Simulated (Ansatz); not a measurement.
C$_{2}$H$_{5}$ClSi, SMILES `ClC1C[SiH2]1` from Hartree–Fock to CCSD(T)

```xyz
9

Cl    1.771    1.486    0.534
C     0.844    0.002    0.329
C     0.031   -0.143   -0.960
Si   -0.992   -0.065    0.583
H     1.448   -0.858    0.597
H     0.015    0.738   -1.595
H     0.176   -1.063   -1.517
H    -1.700    1.194    0.882
H    -1.592   -1.292    1.147
```

Charge 0, multiplicity 1. All single points use the PBE0-D4/def2-TZVP geometry. Frozen core, restricted reference, the Gaussian-basis code of Ansatz. CBS rows extrapolate triple and quadruple zeta; past MP2 they add the triple-zeta difference.

```
     basis     HF (Eh)  MP2 corr.  CCSD corr.       (T)  CCSD(T) total
  def2-SVP  -826.72551   -0.51097    -0.55974  -0.01739     -827.30264
def2-TZVPP  -827.07575   -0.65095    -0.69777  -0.03087     -827.80439
def2-QZVPP  -827.10122   -0.70082           –         –              –
 CBS(def2)  -827.10472   -0.73776    -0.78457     as TZ     -827.92016
```
